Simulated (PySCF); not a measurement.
Orbital picture of CsAl⁺

ωB97X at R = 4.354 Å; basis Cs def2-SVPD with ECP46, Al def2-SVPD; scalar-relativistic core potentials; PySCF 2.14. State: ²Σ⁺ (doublet), unpaired electrons σ ↑. Only the outer orbitals are listed, counted within each symmetry, core potentials removing the inner ones.

```json
{"spin": "α", "orbital": "4σ", "occ.": "1", "ε (eV)": "-36.95", "on Cs (%)": "100", "main shells (%)": "100 Cs s"}
{"spin": "α", "orbital": "2π", "occ.": "1", "ε (eV)": "-22.04", "on Cs (%)": "100", "main shells (%)": "100 Cs p"}
{"spin": "α", "orbital": "2π", "occ.": "1", "ε (eV)": "-22.04", "on Cs (%)": "100", "main shells (%)": "100 Cs p"}
{"spin": "α", "orbital": "5σ", "occ.": "1", "ε (eV)": "-21.98", "on Cs (%)": "100", "main shells (%)": "100 Cs p"}
{"spin": "α", "orbital": "6σ", "occ.": "1", "ε (eV)": "-14.80", "on Cs (%)": "1", "main shells (%)": "98 Al s"}
{"spin": "α", "orbital": "7σ", "occ.": "1", "ε (eV)": "-9.39", "on Cs (%)": "5", "main shells (%)": "93 Al p"}
{"spin": "α", "orbital": "3π", "occ.": "0", "ε (eV)": "-3.32", "on Cs (%)": "15", "main shells (%)": "85 Al p"}
{"spin": "α", "orbital": "3π", "occ.": "0", "ε (eV)": "-3.32", "on Cs (%)": "15", "main shells (%)": "85 Al p"}
{"spin": "α", "orbital": "8σ", "occ.": "0", "ε (eV)": "-2.97", "on Cs (%)": "97", "main shells (%)": "93 Cs s"}
{"spin": "β", "orbital": "4σ", "occ.": "1", "ε (eV)": "-36.93", "on Cs (%)": "100", "main shells (%)": "100 Cs s"}
{"spin": "β", "orbital": "2π", "occ.": "1", "ε (eV)": "-22.03", "on Cs (%)": "100", "main shells (%)": "100 Cs p"}
{"spin": "β", "orbital": "2π", "occ.": "1", "ε (eV)": "-22.03", "on Cs (%)": "100", "main shells (%)": "100 Cs p"}
{"spin": "β", "orbital": "5σ", "occ.": "1", "ε (eV)": "-21.95", "on Cs (%)": "100", "main shells (%)": "100 Cs p"}
{"spin": "β", "orbital": "6σ", "occ.": "1", "ε (eV)": "-13.79", "on Cs (%)": "2", "main shells (%)": "98 Al s"}
{"spin": "β", "orbital": "7σ", "occ.": "0", "ε (eV)": "-3.77", "on Cs (%)": "49", "main shells (%)": "49 Al p, 42 Cs s"}
{"spin": "β", "orbital": "3π", "occ.": "0", "ε (eV)": "-3.35", "on Cs (%)": "15", "main shells (%)": "83 Al p, 9 Cs d"}
{"spin": "β", "orbital": "3π", "occ.": "0", "ε (eV)": "-3.35", "on Cs (%)": "15", "main shells (%)": "83 Al p, 9 Cs d"}
```

Q: Which are the highest filled and the lowest empty level, where do they sit, and how wide is the gap?

A: Highest filled α 7σ at -9.39 eV (in %: 93 Al p); lowest empty β 7σ at -3.77 eV (in %: 49 Al p, 42 Cs s); the gap at ωB97X is 5.62 eV.

The bond order (Mayer) is 0.15. The ⟨S²⟩ is 0.755, the charge on Cs (Mulliken, basis-dependent) is 0.93 and the charge on Cs (Löwdin, basis-dependent) is 0.78. The dipole moment (positive dipole points towards Al; it is taken about the centre of mass and depends on that origin) is -0.82 D.

Spin–orbit coupling is left out. The state was picked by a PBE0 search and need not be the measured ground state.
